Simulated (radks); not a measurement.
Q: Method: non-relativistic Kohn-Sham, PBE, spin-polarised, spherical densities, point nucleus; open shells are filled with parallel spins first (spin-orbit coupling, left out, can overturn this in heavy ions); computed with a radial shooting solver on a logarithmic mesh with Libxc functionals. Response by self-consistent Sternheimer equations with the Hartree and adiabatic LDA kernel. For heavy and open-shell atoms this level of theory can miss by tens of per cent. Rank Tb2+, Tb+, Tb5+, Tb6+, Tb3+, Tb4+, Tb (NIST ground configurations) by static dipole polarisability, largest first.

A: Tb 203.5, Tb+ 93.84, Tb2+ 8.049, Tb3+ 5.581, Tb4+ 4.398, Tb5+ 3.704, Tb6+ 3.220 bohr^3.
